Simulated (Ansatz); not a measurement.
This geometry of Cl2GaH2N + H (7 atoms, charge 0, multiplicity 2) is a first-order saddle point.

Computed with UKS B3LYP-D4/def2-SVP in Ansatz.

```xyz
7
Properties=species:S:1:pos:R:3
Ga 0.027 -0.260 0.028
Cl -0.009 -0.107 2.353
N 1.570 0.162 -0.834
H 1.654 0.042 -1.840
H 2.469 0.108 -0.367
Cl -1.815 -0.386 -1.112
H 0.096 0.441 3.877
```

(1) Which two structures does it join? (They come from a converged band through this point; their orientation in space is the band's.)

(2) How far does it lie above each of them?

Answers

(1) Bonds broken: Ga1–Cl2. Bonds formed: Cl2–H7. Cl2GaH2N + H becomes ClGaH2N + ClH.

Initial state:

```xyz
7
Properties=species:S:1:pos:R:3
Ga 0.022 -0.143 -0.054
Cl -0.094 -1.138 1.847
N 1.600 0.027 -0.895
H 2.473 -0.323 -0.518
H 1.705 0.487 -1.792
Cl -1.773 0.635 -0.935
H 0.060 0.455 4.451
```

Final state:

```xyz
7
Properties=species:S:1:pos:R:3
Ga 0.017 -0.751 -0.318
Cl 0.326 -0.539 2.873
N 1.542 -0.025 -1.079
H 2.367 -0.616 -1.161
H 1.809 0.902 -0.745
Cl -1.492 0.816 0.230
H -0.576 0.213 2.304
```

(2) 9.7 kcal/mol above the first and 19.2 kcal/mol above the second. This is the barrier of this one path; another mechanism may lie lower.

Time of the run: 13 min on 4 threads of Intel(R) Xeon(R) Platinum 8259CL CPU @ 2.50GHz (Skylake/Cascade Lake), with other jobs on the host, peak memory 0.39 GiB.
